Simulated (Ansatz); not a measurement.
Gas-phase electronic energies from Ansatz, PBE0-D4/def2-TZVP geometries. CBS: MP2 limit from def2 TZ/QZ plus the TZ coupled-cluster correction, frozen cores. Functionals use def2-TZVPP. def2 core potentials past Kr. For Ge, In outer-core shells are correlated without core-valence functions, which leaves a few kJ/mol of doubt a bond. Scalar relativity is left out up to krypton. One conformer a species, not always the lowest.

Consider the formal exchange of groups at a Ge–S bond: `C=C[SiH2][S][GeH3]` + `[Cl][InH][Cl]` → `[Cl][In]([Cl])[GeH3]` + `C=C[SiH2]S`.

| species | LDA (SPW92) energy (Eh) |
| --- | --- |
| `C=C[SiH2][S][GeH3]` | -2839.31348 |
| `[Cl][InH][Cl]` | -1107.95737 |
| `[Cl][In]([Cl])[GeH3]` | -3183.01332 |
| `C=C[SiH2]S` | -764.26400 |

Task: Work out ΔE.

Result: ΔE = (-3183.01332) + (-764.26400) − (-2839.31348) − (-1107.95737) = -0.00647 Eh = -17.0 kJ/mol. CCSD(T)/CBS gives -15.2 kJ/mol.

Largest T1 diagnostic among the species: 0.013.

From PBE to PBE0 (25 % exact exchange), in def2-TZVPP and without D4, ΔE moves by +4.6 kJ/mol. Leaving LDA and LC-ωPBE aside and taking each functional with its dispersion term where it has one, the values, not all of them listed here, spread over 19.9 kJ/mol, from B2PLYP to B97M-V. LDA lies +7.8 kJ/mol from PBE without D4. At CCSD(T), def2-SVP lies −4.1 kJ/mol from the extrapolated value and def2-TZVPP +2.8 kJ/mol.
